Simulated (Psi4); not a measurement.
silylphosphine (H5PSi), singlet, geometry from GFN2-xTB; Psi4 with B97M-V/6-31G**.

Here is a job for Psi4.
```
memory 2 GB

molecule mol {
0 1
  Si   -1.058468    0.091799    0.221558
  P     1.099533   -0.072406   -0.339917
  H    -1.783741   -0.885060   -0.589350
  H    -1.478363    1.454937   -0.099984
  H    -1.306348   -0.172699    1.640990
  H     1.320502   -1.267441    0.319932
  H     1.573497    0.671163    0.725354
}

set basis 6-31g**
set reference rks
set scf_type pk
set puream true
set d_convergence 1e-8
set dft_radial_points 99
set dft_spherical_points 590

energy('b97m-v')
print_variables()
```

Problem. Predict the main parts of the log of this Psi4 run.

Solution. 
```
   => Loading Basis Set <=

    Name: 6-31G**
    Role: ORBITAL
    Keyword: BASIS

         ---------------------------------------------------------
                                   SCF
               by Justin Turney, Rob Parrish, Andy Simmonett
                          and Daniel G. A. Smith
                              RKS Reference
         ---------------------------------------------------------

  ==> Geometry <==

    Molecular point group: c1
    Full point group: C1

    Geometry (in Angstrom), charge = 0, multiplicity = 1:

       Center              X                  Y                   Z               Mass
    ------------   -----------------  -----------------  -----------------  -----------------
         SI          -1.101544173664     0.089846975192     0.257773580242    27.976926534650
         P            1.056456826336    -0.074358024808    -0.303701419758    30.973761998420
         H           -1.826817173664    -0.887012024808    -0.553134419758     1.007825032230
         H           -1.521439173664     1.452984975192    -0.063768419758     1.007825032230
         H           -1.349424173664    -0.174651024808     1.677205580242     1.007825032230
         H            1.277425826336    -1.269393024808     0.356147580242     1.007825032230
         H            1.530420826336     0.669210975192     0.761569580242     1.007825032230

  Running in c1 symmetry.

  Rotational constants: A =      1.77926  B =      0.18916  C =      0.18832 [cm^-1]
  Rotational constants: A =  53340.92487  B =   5670.94116  C =   5645.78920 [MHz]
  Nuclear repulsion =   91.462996544706101

  Charge       = 0
  Multiplicity = 1
  Electrons    = 34
  Nalpha       = 17
  Nbeta        = 17

  ==> Algorithm <==

  SCF Algorithm Type is PK.
  DIIS enabled.
  MOM disabled.
  Fractional occupation disabled.
  Guess Type is SAD.
  Energy threshold   = 1.00e-06
  Density threshold  = 1.00e-08
  Integral threshold = 1.00e-12

  ==> Primary Basis <==

  Basis Set: 6-31G**
    Blend: 6-31G**
    Number of shells: 31
    Number of basis functions: 61
    Number of Cartesian functions: 63
    Spherical Harmonics?: true
    Max angular momentum: 2

  ==> DFT Potential <==

   => LibXC <=

    Version 7.1.2
    S. Lehtola, C. Steigemann, M. J. T. Oliveira, and M. A. L. Marques,  SoftwareX 7, 1–5 (2018) (10.1016/j.softx.2017.11.002)

   => Composite Functional: B97M-V <=

    B97M-V GGA Exchange-Correlation Functional

[...]
   @RKS iter   5:  -633.64318674284880   -1.13046e-05   2.46365e-05 DIIS
   @RKS iter   6:  -633.64318848566472   -1.74282e-06   6.36348e-06 DIIS
   @RKS iter   7:  -633.64318860127071   -1.15606e-07   2.03239e-06 DIIS
   @RKS iter   8:  -633.64318861573815   -1.44674e-08   3.11285e-07 DIIS
   @RKS iter   9:  -633.64318861602601   -2.87855e-10   3.90192e-08 DIIS
   @RKS iter  10:  -633.64318861603090   -4.88853e-12   4.45773e-09 DIIS
  Energy and wave function converged.

  ==> Post-Iterations <==

   Electrons on quadrature grid:
      Ntotal   =   34.0000000660 ; deviation = 6.603e-08

    Orbital Energies [Eh]
    ---------------------

    Doubly Occupied:

[...]
    Virtual:

[...]
    Final Occupation by Irrep:
              A
    DOCC [    17 ]
    NA   [    17 ]
    NB   [    17 ]

  @RKS Final Energy:  -633.64318861603090

   => Energetics <=

    Nuclear Repulsion Energy =             91.4629965447061011
    One-Electron Energy =               -1058.1782303892912296
    Two-Electron Energy =                 378.9823652820200550
    DFT Exchange-Correlation Energy =     -46.0504998305622522
    Empirical Dispersion Energy =           0.0000000000000000
    VV10 Nonlocal Energy =                  0.1401797770963475
    Total Energy =                       -633.6431886160308977

Computation Completed

Properties will be evaluated at   0.000000,   0.000000,   0.000000 [a0]

Properties computed using the SCF density matrix

 Multipole Moments:

 ------------------------------------------------------------------------------------
     Multipole            Electronic (a.u.)      Nuclear  (a.u.)        Total (a.u.)
 ------------------------------------------------------------------------------------

 L = 1.  Multiply by 2.5417464519 to convert [e a0] to [Debye]
 Dipole X            :          2.6880042           -2.7676927           -0.0796885
 Dipole Y            :          0.0630423           -0.1254265           -0.0623842
 Dipole Z            :         -1.9788456            2.3268741            0.3480285
 Magnitude           :                                                    0.3624443

 ------------------------------------------------------------------------------------

  Variable Map:
  ----------------------------------------------------------------------------
[...]
  Array Variable Map:
  ----------------------------------------------------------------------------
[...]
[...]
```
